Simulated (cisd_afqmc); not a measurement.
Input (AFQMC/CISD/cc-pVDZ; cisd_afqmc is a phaseless AFQMC code with CISD trial states that reads the integrals written by Ansatz):

Ansatz 0.2 input:
```python
import cisd_afqmc

open("ham.yaml", "w").write("""\
crystal:
  periodic: [false, false, false]
  atoms:
    - {symbol: F, position_ang: [-0.00000000, -0.00000000, -1.19889826]}
    - {symbol: B, position_ang: [0.00000000, 0.00000000, 0.08714772]}
    - {symbol: O, position_ang: [0.00000000, 0.00000000, 1.29429322]}
basis:
  gaussian:
    orbitals: cc-pVDZ
magnetization: {spin_polarized: false}
correlation: {method: ccsd, electrons: outside_noble_gas, hamiltonian_folder: ham}
""")
rep = cisd_afqmc.ansatz("ham.yaml")
e_ccsd = rep["correlation"]["coupled_cluster"]["energy"]["hartree"]
out = cisd_afqmc.run("ham", e_ccsd, trial="CISD", walkers=200, populations=8, threads=8, dt=0.005, steps=40, early=24, settle=10, least=32,
    cut=5e-5, rank_cut=2e-4, target=0.0004, seconds=1500, seed=1, memory=17280, gpu=False)
```

Output:

```
orbitals 39, occupied [8], factors 207 of 387, rank of the doubles 140 of 248
E(HF) = -199.082722
E(CCSD) on the cut factors = -199.531598, shift to the whole factors -0.000003
Energy of the trial state on the determinant = -199.531632
  tau behind 7.2 of longer steps, mean of the populations' last blocks
   2.0  -199.54599
   4.0  -199.54556
   6.0  -199.54591
   8.0  -199.54660
  10.0  -199.54559
  12.0  -199.54437
  14.0  -199.54571
blocks 512 (1 outliers left out), error by blocks joined: 1: 0.00024, 2: 0.00027, 4: 0.00031, 8: 0.00032, 16: 0.00040
E(AFQMC/CISD) = -199.54543 +/- 0.00040
```

The error still grows at the longest joins of blocks, or few joins were possible, so the printed bar may be too narrow.
